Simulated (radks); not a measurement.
Problem. Species: Pm2+. Configuration: [Xe] 4f(up 2.5, down 2.5) (fractional occupations, a model configuration). All-electron calculation, scalar-relativistic Kohn-Sham, r2SCAN, spin-polarised, spherical densities, finite nucleus; meta-GGA in the generalised Kohn-Sham scheme; Fermi nuclear charge, rms radius 4.962 fm. Program: a radial shooting solver on a logarithmic mesh with Libxc functionals. Some entries of the table are withheld. Estimate them.

orbital,occ.,eigenvalue (Ry),r(max) (bohr)
1s,2,(1),0.01479
2s,2,-541.2752,0.08376
2p,6,-483.2362,(2)
3s,2,(3),0.2383
3p,6,-101.0139,0.2336
3d,10,-75.90925,0.1920
4s,2,-24.74736,0.5522
4p,6,-18.70302,0.5761
4d,10,-10.13490,0.6026
5s,2,-4.12882,1.294
5p,6,-2.67894,1.465
4f,5,-1.07539,0.6365

Solution. 
(1) 1s eigenvalue (Ry): -3314.949
(2) 2p r(max) (bohr): 0.06762
(3) 3s eigenvalue (Ry): -119.3385
